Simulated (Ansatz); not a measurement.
Kohn–Sham single points on C₄H₉AlFN (`CC#[N+][Al-]([CH3])([CH3])[F]`).

```yaml
crystal:
  periodic: [false, false, false]
  atoms:
    - {symbol: C, position_ang: [2.299744, -0.153998, 2.425855]}
    - {symbol: C, position_ang: [1.379620, 0.030614, 1.331183]}
    - {symbol: N, position_ang: [0.653005, 0.180988, 0.462128]}
    - {symbol: Al, position_ang: [-0.610996, 0.509714, -1.117167]}
    - {symbol: C, position_ang: [-0.354633, -1.134286, -2.156096]}
    - {symbol: C, position_ang: [-2.298254, 0.868412, -0.183164]}
    - {symbol: F, position_ang: [0.185787, 1.865594, -1.708654]}
    - {symbol: H, position_ang: [2.790955, -1.123901, 2.334084]}
    - {symbol: H, position_ang: [3.052973, 0.635192, 2.404376]}
    - {symbol: H, position_ang: [1.758913, -0.110636, 3.372448]}
    - {symbol: H, position_ang: [-0.645459, -2.027817, -1.592767]}
    - {symbol: H, position_ang: [-0.962549, -1.125896, -3.067089]}
    - {symbol: H, position_ang: [0.685517, -1.265840, -2.471243]}
    - {symbol: H, position_ang: [-3.106125, 1.079976, -0.891761]}
    - {symbol: H, position_ang: [-2.625351, 0.014286, 0.420008]}
    - {symbol: H, position_ang: [-2.226049, 1.734899, 0.482062]}
basis:
  gaussian: {orbitals: def2-TZVPP}
hamiltonian: {xc: {name: PBE-QIDH}}
```

```sh
$ ansatz run in.yaml --threads 4 --pin off --events-out ev --progress --plain --max-ram 11315MiB
```

Output, abridged:

```
Functional definition: PBE-QIDH
2087 factors; integrals over basis functions are off by at most 1.0e-3 eV
mean field evaluation 1: about -15068.0717 eV, gradient 6.4e1 eV
mean field evaluation 2: about -15068.2742 eV, gradient 6.4e1 eV
mean field evaluation 4: about -15076.4313 eV, gradient 1.0e1 eV
mean field evaluation 8: about -15076.6642 eV, gradient 8.2e-1 eV
mean field evaluation 16: about -15076.6655 eV, gradient 1.0e-4 eV
mean field -15076.66553296 eV, -554.0572390054 hartree, gradient 4.3e-6 eV, S^2 0.000000; 0 other end points of the search recorded, 0 dependent functions left out
11 core orbitals not correlated: weight in the atoms' cores, before any rotation towards them, 1.000 or more for the frozen orbitals, at most 0.000 for the correlated occupied ones
reference -15076.66554998 eV, -554.0572396308 hartree; 20, 20 occupied and 323, 323 virtual orbitals, 2087 factors
second order -36.96739020 eV of doubles, -0.00000000 eV of singles
Total energy: -15088.98801338 eV, -554.5100818083 hartree
```

It took 13 s on 4 threads of an Arm Neoverse V1 on a shared host, with 1.2 GiB of host memory at the peak.

The same input with `hamiltonian: {xc: pbe0, dispersion: d4}` (abridged; 6.5 s):

```
Functional definition: PBE0
mean field evaluation 16: about -15092.3894 eV, gradient 2.0e-4 eV
mean field -15092.38941322 eV, -554.6350809468 hartree, gradient 2.2e-5 eV, S^2 0.000000
Total energy: -15092.64931189 eV, -554.6446320469 hartree
```

With the line `hamiltonian: {xc: {name: BLYP}, dispersion: d4}` (abridged; 4.1 s):

```
Functional definition: BLYP
mean field evaluation 16: about -15102.5770 eV, gradient 5.5e-3 eV
mean field -15102.57697728 eV, -555.0094670208 hartree, gradient 5.6e-5 eV, S^2 0.000000
Total energy: -15103.22533850 eV, -555.0332938560 hartree
```

The same input with `hamiltonian: {xc: {name: wB97X-V}}` (abridged; 15 s):

```
Functional definition: wB97X-V
mean field evaluation 16: about -15101.5775 eV, gradient 4.9e-5 eV
mean field -15101.57752820 eV, -554.9727379446 hartree, gradient 4.9e-5 eV, S^2 0.000000
Total energy: -15101.57752541 eV, -554.9727378418 hartree
```

The same input with `hamiltonian: {xc: {name: r2SCAN0}, dispersion: d4}` (abridged; 10 s):

```
Functional definition: r2SCAN0
mean field evaluation 16: about -15098.8382 eV, gradient 1.8e-4 eV
mean field -15098.83815134 eV, -554.8720677016 hartree, gradient 4.3e-5 eV, S^2 0.000000
Total energy: -15098.93472872 eV, -554.8756168548 hartree
```

Changing it to `hamiltonian: {xc: {name: wB97M-V}}` and forces (abridged; 22 s):

```
Functional definition: wB97M-V
mean field evaluation 16: about -15101.4346 eV, gradient 7.6e-5 eV
mean field -15101.43459327 eV, -554.9674851828 hartree, gradient 7.6e-5 eV, S^2 0.000000
Total energy: -15101.43466088 eV, -554.9674876672 hartree
Atom 0 force     0.292507    -0.054467     0.343813 eV/Å
Atom 1 force    -0.336242     0.069784    -0.402545 eV/Å
Atom 2 force     0.226240    -0.056353     0.280244 eV/Å
Atom 3 force    -0.169869    -0.089249    -0.076690 eV/Å
Atom 4 force    -0.005857    -0.003878    -0.025962 eV/Å
Atom 5 force    -0.021635     0.012259    -0.009609 eV/Å
Atom 6 force     0.050728     0.084524    -0.035817 eV/Å
Atom 7 force    -0.053943     0.098758     0.004566 eV/Å
Atom 8 force    -0.078732    -0.079526    -0.000686 eV/Å
Atom 9 force     0.050551    -0.003842    -0.100471 eV/Å
Atom 10 force     0.018650     0.050568    -0.036421 eV/Å
Atom 11 force     0.044841    -0.014882     0.055907 eV/Å
Atom 12 force    -0.066625     0.002329     0.018941 eV/Å
Atom 13 force     0.042677    -0.012314     0.058024 eV/Å
Atom 14 force     0.016223     0.052938    -0.034339 eV/Å
Atom 15 force    -0.009515    -0.056649    -0.038957 eV/Å
Dipole moment:     0.942105    -0.486371     1.422504 e Å
```
